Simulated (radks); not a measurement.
Values are calculated unless marked as measured or tabulated.
Problem. The niobium ion Nb3+, configuration [Ar] 3d10 4s2 4p5.75 4d2.25 (fractional occupations, a model configuration). Code: a radial shooting solver on a logarithmic mesh with Libxc functionals. Model: Dirac Kohn-Sham, LDA (Slater exchange, Perdew-Wang correlation), spin-unpolarised, spherical densities, point nucleus; open shells fill j = l - 1/2 first. Some entries of the table are withheld. Estimate them.

orbital  occ.  eigenvalue (hartree)  r(max) (bohr)
1s1/2       2             -691.0888        0.02352
2s1/2       2                   (1)         0.1335
2p1/2       2             -89.81746            (2)
2p3/2       4             -86.30367            (3)
3s1/2       2             -17.26137         0.3962
3p1/2       2             -14.29424         0.3834
3p3/2       4             -13.72407         0.3927
3d3/2       4              -8.46391            (4)
3d5/2       6              -8.35761            (5)
4s1/2       2              -3.28635          1.026
4p1/2       2              -2.44923            (6)
4p3/2    3.75              -2.36683            (7)
4d3/2    2.25              -1.14659          1.390
4d5/2       0              -1.13781          1.400
5s1/2       0              -0.94984          2.546
5p1/2       0              -0.74397            (8)
5p3/2       0              -0.72981            (9)
5d3/2       0              -0.44463          4.105
5d5/2       0              -0.44286          4.125
4f5/2       0              -0.36713          3.457
4f7/2       0              -0.36708          3.458

Solution. 
(1) 2s1/2 eigenvalue (hartree): -97.69370
(2) 2p1/2 r(max) (bohr): 0.1039
(3) 2p3/2 r(max) (bohr): 0.1076
(4) 3d3/2 r(max) (bohr): 0.3322
(5) 3d5/2 r(max) (bohr): 0.3349
(6) 4p1/2 r(max) (bohr): 1.095
(7) 4p3/2 r(max) (bohr): 1.120
(8) 5p1/2 r(max) (bohr): 2.899
(9) 5p3/2 r(max) (bohr): 2.953
